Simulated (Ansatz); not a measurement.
A structure relaxed at PBE0-D4/def2-TZVP, charge 0, multiplicity 2:

```xyz
5

Ge   -0.091    0.123   -0.085
Se    1.200   -1.328    1.229
H    -0.660   -0.761   -1.207
H     0.784    1.236   -0.680
H    -1.233    0.730    0.743
```

Q: Give its formula and SMILES.

A: GeH3Se, `[GeH3][Se]`.

Q: Point group (tolerance 0.08 Å, 0.16 Å for H)?

A: C3v.

Q: Summarise the bond lengths by kind.

A: 1 × Ge–Se 2.345 Å; 3 × Ge–H 1.536 to 1.537 Å.

Computed with Ansatz.
